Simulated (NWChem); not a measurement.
System: C2H6F2Si; SMILES C([SiH2]C)(F)F

Here is an NWChem input.

```
start job
memory heap 200 mb stack 900 mb global 1100 mb
geometry units angstroms noautoz
  C     -0.005123     1.702718     1.064326
  Si     0.003271     0.929069    -0.638910
  C      0.001867    -0.981664    -0.414828
  F      1.099087    -1.346482     0.307351
  F     -1.102446    -1.346057     0.296693
  H     -0.898511     1.380079     1.620133
  H     -0.005345     2.801565     1.009583
  H      0.883185     1.380835     1.628622
  H      1.224822     1.290853    -1.419916
  H     -1.210350     1.291173    -1.432036
  H      0.006267    -1.573583    -1.349411
end
basis spherical
  C library def2-svp
  Si library def2-svp
  F library def2-svp
  H library def2-svp
end
dft
  xc hfexch
  iterations 150
end
tddft
  nroots 8
  notriplet
end
task tddft energy
```

Structure relaxed at the PBE0/def2-SVP level.

Vertical excitations in the gas phase.

Q: Predict the main results of this run. (Hartree-Fock/def2-SVP, TDHF.) Quantities: lowest excitation, singlet (eV); oscillator strength of that lowest state; lowest state with f > 0.02, singlet (eV); oscillator strength of that bright state; orbital gap (eV).

A: 
- lowest excitation, singlet (eV): 10.03
- oscillator strength of that lowest state: 0.003
- lowest state with f > 0.02, singlet (eV): 10.14
- oscillator strength of that bright state: 0.061
- orbital gap (eV): 16.45
